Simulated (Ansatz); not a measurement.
**Abstraction of H: C2H3FGe + C2H5Te → C2H2FGe + C2H6Te**

Species: C2H3FGe `C#[C][GeH2][F]`, singlet; C2H5Te `CC[Te]`, doublet; C2H2FGe `C#[C][GeH][F]`, doublet; C2H6Te `CC[TeH]`, singlet. A radical takes H: the energy is the difference in strength between the Ge–H bond broken and the Te–H bond made.

Shapes, held fixed at every level: PBE0-D4/def2-TZVP. Flexible molecules stand in one conformer, not always the lowest. Programs: Ansatz 0.2.0. The zero-point and thermal change to 298 K, harmonic and unscaled (PBE0-D4/def2-TZVP), is -2.8 kJ/mol.

(1) Estimate ΔH(298 K) of this reaction.

## Answers

(1) The highest level, CCSD(T)/def2-TZVPP, gives ΔH(298 K) = +72.1 kJ/mol; the levels span +56.6 to +96.6. The column of differences is taken from that level and isn't an error. No measured value is set beside it here. Spin contamination: C2H2FGe (⟨S²⟩ up to 0.80). Open shells run unrestricted. For atoms past krypton def2 sets carry core potentials with scalar relativity. Relativity is left out for Ge. Outer-core shells of Ge, Te are correlated, in sets that cover them unevenly.

```json
{"level": "MP2/def2-SVP", "kind": "perturbation theory", "ΔH(298 K) (kJ/mol)": "+91.1", "less CCSD(T)/def2-TZVPP": "+19.0"}
{"level": "HF/def2-SVP", "kind": "Hartree–Fock", "ΔH(298 K) (kJ/mol)": "+96.6", "less CCSD(T)/def2-TZVPP": "+24.5"}
{"level": "HF/def2-TZVPP", "kind": "Hartree–Fock", "ΔH(298 K) (kJ/mol)": "+89.0", "less CCSD(T)/def2-TZVPP": "+16.9"}
{"level": "r2SCAN-D4/def2-TZVPP", "kind": "meta-GGA", "ΔH(298 K) (kJ/mol)": "+56.6", "less CCSD(T)/def2-TZVPP": "-15.5"}
{"level": "BHLYP-D4/def2-TZVPP", "kind": "global hybrid", "ΔH(298 K) (kJ/mol)": "+72.7", "less CCSD(T)/def2-TZVPP": "+0.6"}
{"level": "CCSD/def2-TZVPP", "kind": "coupled cluster or CI", "ΔH(298 K) (kJ/mol)": "+76.6", "less CCSD(T)/def2-TZVPP": "+4.5"}
{"level": "CCSD(T)/def2-TZVPP", "kind": "coupled cluster or CI", "ΔH(298 K) (kJ/mol)": "+72.1", "less CCSD(T)/def2-TZVPP": "0.0"}
```
